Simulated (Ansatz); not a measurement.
System: sum formula TaOCl₂, charge 1, multiplicity 1. 
Coordinates optimised at B3LYP-D3(BJ)/def2-TZVP (Ansatz, a program for electronic structure):
```xyz
4

Ta    -0.2628    -0.0417     0.2319
O     -1.1273    -1.2634    -0.5513
Cl    -0.1395     1.6327    -1.2423
Cl     1.7984    -0.8593     0.5061
```
Charge +1, spin multiplicity 1.

Basis-set convergence of Hartree-Fock and CCSD correlation energies (hartree) with Ansatz. Valence correlation only, unless marked. Spin-orbit coupling is left out. Frozen are the shells of the preceding noble gas and the d and f shells that filled before the atom's block. Past Kr the def2 sets carry scalar-relativistic core potentials.

```
basis        functions        E(HF)  E(corr, CCSD)
-----------  ---------  -----------  -------------
def2-SVPD          112  -1049.75120       -0.64221
def2-TZVPPD        201  -1050.17636       -0.78966
def2-QZVPPD        308  -1050.20570       -0.84266
```

Extrapolating the two largest sets (X = 3 and 4) as X^-3: E(corr) = (64·(-0.84266) - 27·(-0.78966))/37 = -0.8813 Eh, an estimate of the basis-set limit. The largest set recovers 95.6 % of it, the smallest 72.9 %.
